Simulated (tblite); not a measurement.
Compound: C5H10B2F2Si.
SMILES with atom numbers: `[F:1][B:2]([F:3])[CH2:4][Si@@H:5]1[CH2:6][BH:7][CH:8]=[CH:9][CH2:10]1` (hydrogens: H11, H12 on C4; H13 on Si5; H14, H15 on C6; H16 on B7; H17 on C8; H18 on C9; H19, H20 on C10)

Computed with GFN2-xTB (tblite), gas phase: L-BFGS steps from a force-field or distance-geometry start until the largest atomic force falls under 0.01 eV/Å.

Geometry at step 12:
```
atom  x, y, z in Å
F1      4.0195    0.4489    0.8175
B2      3.0352   -0.0871    0.1091
F3      2.9715   -1.4049    0.2358
C4      2.1141    0.7134   -0.8496
Si5     0.2200    0.4056   -0.7485
C6     -0.7485    1.3977    0.5631
B7     -2.2293    0.9344    0.3201
C8     -2.5642   -0.5632    0.1574
C9     -1.6851   -1.5377   -0.1161
C10    -0.2055   -1.3673   -0.1872
H11     2.3600    0.4226   -1.8705
H12     2.2967    1.7807   -0.7738
H13    -0.3386    0.6648   -2.1016
H14    -0.6106    2.4766    0.5116
H15    -0.3630    1.0861    1.5355
H16    -3.0734    1.7223    0.1102
H17    -3.6060   -0.8697    0.1768
H18    -2.0333   -2.5459   -0.3228
H19     0.2030   -1.5099    0.8197
H20     0.2324   -2.1569   -0.7992
```

Question: What forces act on the atoms?

Answer: 
```tsv
atom	Fx (eV/Å)	Fy (eV/Å)	Fz (eV/Å)
F1	-0.202	-0.021	0.012
B2	0.166	-0.049	-0.048
F3	-0.023	0.058	0.014
C4	-0.157	0.081	-0.075
Si5	-0.048	-0.024	0.044
C6	0.070	-0.041	-0.033
B7	-0.006	-0.032	-0.053
C8	0.025	-0.055	0.058
C9	0.001	0.019	0.001
C10	0.018	0.015	0.023
H11	0.064	0.004	0.038
H12	0.076	0.028	-0.022
H13	0.140	-0.039	0.074
H14	0.007	-0.030	-0.061
H15	-0.055	-0.053	-0.005
H16	-0.012	0.016	0.059
H17	-0.001	0.035	0.003
H18	-0.051	0.037	0.049
H19	-0.003	-0.020	-0.053
H20	-0.011	0.072	-0.026
```

The largest, 0.20 eV/Å, acts on F1; the rms over all components is 0.059 eV/Å. The forces sum to zero within rounding, as they must for an isolated molecule in no field.

Question: Give the force on F1 in Eh/bohr and in nN.

Answer: 0.203 eV/Å ÷ 51.422 = 0.00396 Eh/bohr, and 0.203 eV/Å × 1.602 = 0.33 nN.

Question: How far is this geometry from the end of the optimisation?

Answer: 0.131 eV above it, and 0.529 Å rms away after alignment. The bonds farthest from their final lengths, with half the difference of the two atoms' forces along the bond (positive lengthens):

```csv
bond,now (Å),final (Å),force along bond (eV/Å)
Si5–C6,1.909,1.900,-0.06
C4–Si5,1.922,1.930,-0.04
Si5–H13,1.487,1.478,-0.05
B2–C4,1.552,1.546,+0.14
C9–C10,1.491,1.497,+0.01
C6–B7,1.570,1.565,+0.04
```

The angle farthest from its final value is B2–C4–Si5, 118.0° against 111.0°.

The cost below is that of the whole relaxation. The run took 1.3 s on Arm Neoverse V1, one thread, no GPU, on a shared host.
